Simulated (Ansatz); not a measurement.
Total energies of TeF4 from Ansatz at PBE-D4/def2-TZVP, gas phase (1 Eh = 27.2114 eV = 2625.5 kJ/mol). The reference geometry is relaxed at B3LYP-D4/def2-SVP.

Cartesian coordinates in Å:
```
Te -0.195 -0.483 0.264
F -1.244 -0.667 -1.372
F 1.013 0.093 1.686
F -0.866 1.295 0.317
F 1.292 -0.237 -0.895
```

```tsv
state	geometry	energy (Eh)
charge 0 singlet	reference	-667.26415
charge 1 doublet	reference	-666.81263
charge 1 doublet	relaxed at B3LYP-D4/def2-SVP	-666.82964
free Te atom (triplet)	–	-267.97310
free F atom (doublet)	–	-99.66912
```

In the def2 sets Te takes a core potential; there is no spin–orbit coupling.

Problem. Work out the vertical ionisation energy to the doublet.

Solution. E(charge 1 doublet) − E(charge 0 singlet) = -666.81263 − (-667.26415) = 0.45152 Eh = 12.29 eV. For comparison, −ε of the highest occupied level is 8.76 eV at this level, 3.53 eV less.

Problem. How much does the charge 1 doublet relax, and what is the adiabatic ionisation energy?

Solution. Relaxation: -666.81263 − (-666.82964) = 0.01701 Eh = 0.46 eV. Adiabatic ionisation energy: 0.43451 Eh = 11.82 eV, without zero-point energy. 

Problem. What is the binding energy per atom against free atoms?

Solution. Atoms: 1 × (-267.97310) + 4 × (-99.66912) = -666.64958 Eh. Binding: -666.64958 − (-667.26415) = 0.61457 Eh = 16.72 eV, or 3.34 eV for each of 5 atoms (no zero-point energy, no counterpoise term).
